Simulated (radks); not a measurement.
Values are calculated unless marked as measured or tabulated.
Question: These are the eigenvalues of the occupied orbitals of an atom or ion with whole-number occupations (eV). Code: a radial shooting solver on a logarithmic mesh with Libxc functionals. Model: scalar-relativistic Kohn-Sham, PBEsol, spin-unpolarised, spherical densities, point nucleus.

orbital  eigenvalue
1s        -2813.303
2s        -315.8699
2p        -255.4016
3s         -73.6913
3p         -59.4826

Which element is it, and in what charge state? The configuration may be excited.

Answer: Z = 17, chlorine, charge +4: Cl4+ in [Ne] 3s2 3p1. The list shows which subshells hold electrons but not how many an open one holds; the 1s level, -103.39 hartree, gives Z - s = 14.4 by -(Z - s)^2/2, which with screening and relativity narrows Z to a few neighbours, and the depths of the outer levels then fix element, charge and occupations together.
